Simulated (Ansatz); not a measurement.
Consider the hydrogenolysis of a C–B bond: `BCO[SiH2][AlH2]` + H₂ → `CO[SiH2][AlH2]` + BH₃.

Isolated molecules relaxed with PBE0-D4/def2-TZVP in Ansatz; ΔE leaves out vibrations. CCSD(T)/CBS adds triple-zeta CCSD(T) − MP2 to the extrapolated MP2 energy (def2 sets, frozen cores). This one scheme is used for every species. DFT in def2-TZVPP. Each species was taken in one conformer, which may not be the lowest.

```
          level  ΔE (kJ/mol)
        PBE0-D4        -13.2
CCSD/def2-TZVPP        -27.6
   HF/CBS(def2)        -49.6
 CCSD/CBS(def2)        -24.5
```

**Question.** What does CCSD(T)/CBS give? (An estimate is asked.)

**Answer.** The calculation gave: -19.3 kJ/mol. The listed levels differ from it by 6.1, -8.3, -30.3, -5.2 kJ/mol.

Largest T1 diagnostic among the species: 0.012.

The D4 term adds +8.8 kJ/mol with B3LYP and +4.9 kJ/mol with PBE0; it sums over pairs of atoms, weighted by their polarisabilities, and B3LYP, whose exchange is more repulsive, gets the larger term. In def2-TZVPP, CCSD(T) changes the Hartree–Fock value by +27.2 kJ/mol (the triples alone add +5.1 kJ/mol) and MP2 by +29.4 kJ/mol. From PBE to PBE0 (25 % exact exchange), in def2-TZVPP and without D4, ΔE moves by −7.3 kJ/mol.

B3LYP here is the variant with VWN-RPA as its local correlation; programs differ in this.
